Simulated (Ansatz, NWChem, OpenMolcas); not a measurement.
## CH6Sn (SMILES [CH3][SnH3]): the vertical ionisation energy, rung by rung

The species is CH6Sn (8 atoms), meant as a singlet with charge 0. As SMILES, `[CH3][SnH3]`. The coordinates come from a PBE0-D4/def2-TZVP relaxation.

Quantity: the vertical ionisation energy (to the doublet cation), in eV. The values are calculated.

```csv
level,kind,program,value (eV),less CCSD(T)/def2-SVP
HF/def2-SVP (core potential),Hartree–Fock,Ansatz,9.75,-0.78
SVWN5/def2-SVP (core potential),LDA,Ansatz,10.56,+0.03
PBE/def2-SVP (core potential),GGA,Ansatz,10.42,-0.11
M06-L/def2-SVP (core potential),meta-GGA,OpenMolcas,10.41,-0.12
B3LYP/def2-SVP (core potential),global hybrid,NWChem,10.57,+0.04
HSE06/def2-SVP (core potential),range-separated hybrid,Ansatz,10.57,+0.04
wB97M-V/def2-SVP (core potential),range-separated hybrid,Ansatz,10.68,+0.15
MP2/def2-SVP (core potential),perturbation theory,Ansatz,10.64,+0.11
CCSD(T)/def2-SVP (core potential),coupled cluster or CI,Ansatz,10.53,0.00
```

CCSD(T)/def2-SVP (core potential) is the highest level here, not the true value. Spin-orbit coupling, which can split open shells on such heavy atoms by tenths of an eV, is left out. The values span 9.75 to 10.68 eV. In the correlated wave-function rows the outer d shell of Sn is correlated, in sets not made for it.
